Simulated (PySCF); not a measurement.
Excitations are Tamm–Dancoff values on a coarser integration grid. The basis has no diffuse functions, so Rydberg states are missing or too high.

Cartesian coordinates (Å):
```xyz
25

S     -2.2787     3.0141    -0.5290
C     -1.0887     1.7234    -0.2565
C      0.2232     2.0835    -0.1663
C      1.2628     1.1150    -0.0129
C      2.6131     1.5207     0.0663
C      3.6212     0.5958     0.2402
C      3.3002    -0.7683     0.3424
C      1.9848    -1.1845     0.2677
C      0.9323    -0.2622     0.0874
C     -0.4625    -0.6574    -0.0060
C     -0.8632    -2.0079     0.0783
C     -2.1870    -2.3809    -0.0432
C     -3.1719    -1.4077    -0.2680
C     -2.8135    -0.0775    -0.3487
C     -1.4702     0.3304    -0.2051
H     -3.1020     2.7087     0.5000
H      0.4948     3.1412    -0.1946
H      2.8455     2.5859    -0.0123
H      4.6626     0.9200     0.2992
H      4.0938    -1.5062     0.4813
H      1.7681    -2.2501     0.3487
H     -0.1136    -2.7830     0.2396
H     -2.4629    -3.4357     0.0260
H     -4.2177    -1.7001    -0.3865
H     -3.5703     0.6829    -0.5477
```
Charge 0, spin multiplicity 1.

Predict the S1–T1 gap (TDA), S1 oscillator strength and S1 excitation (TDA) from PySCF 2.14.0 with PBE0-D4/def2-SVP.


The S1–T1 gap (TDA) comes out as 1.09 eV. The S1 oscillator strength comes out as 0.002. The S1 excitation (TDA) comes out as 4.01 eV.
